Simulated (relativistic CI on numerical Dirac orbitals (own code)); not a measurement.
# Radial parameters of Ta⁶⁶⁺

Calculated at this level of theory: Dirac-Coulomb-Breit CI, separate exchange-only KLI orbitals for each configuration, model QED (radiative potential, 1s self-energy scaled to tabulated hydrogen-like ionisation energies), unscaled Slater integrals (own radial code, finite nucleus).

Slater integrals F^k, G^k are unscaled and averaged over j, outside the closed core 1s2; ζ comes from projecting the Hamiltonian with its Breit term on Σ l·s of the shell.

- 2s2 2p3: F^2(2p,2p) = 1.3924e+06, ζ(2p) = 7.2129e+06 cm⁻¹; <r>(2p) = 0.0674, <r^2>(2p) = 0.005542 (bohr units).
- 2s 2p4: F^2(2p,2p) = 1.391e+06, G^1(2s,2p) = 1.5019e+06, ζ(2p) = 7.1961e+06 cm⁻¹; <r>(2s) = 0.076, <r^2>(2s) = 0.006864, <r>(2p) = 0.06746, <r^2>(2p) = 0.005553 (bohr units).
- 2p5: ζ(2p) = 7.1796e+06 cm⁻¹; <r>(2p) = 0.06755, <r^2>(2p) = 0.005567 (bohr units).

Averages of the first 10 configurations, taken without configuration mixing, which lowers the lowest level and can move excited configurations by several eV; other configurations of the list can lie among them:

```
Configuration  Parity  States  Average energy above the lowest level (eV)
      2s2 2p3     odd      20                                      1335.3
       2s 2p4    even      30                                      2588.5
          2p5     odd       6                                      3903.3
       2p4 3s    even      30                                     12856.6
       2p4 3p     odd      90                                     13214.7
   2s2 2p2 3s    even      30                                     10360.9
       2p4 3d    even     150                                     13504.7
   2s2 2p2 3p     odd      90                                     10730.6
   2s2 2p2 3d    even     150                                     11020.6
    2s 2p3 3s     odd      80                                     11577.8
```
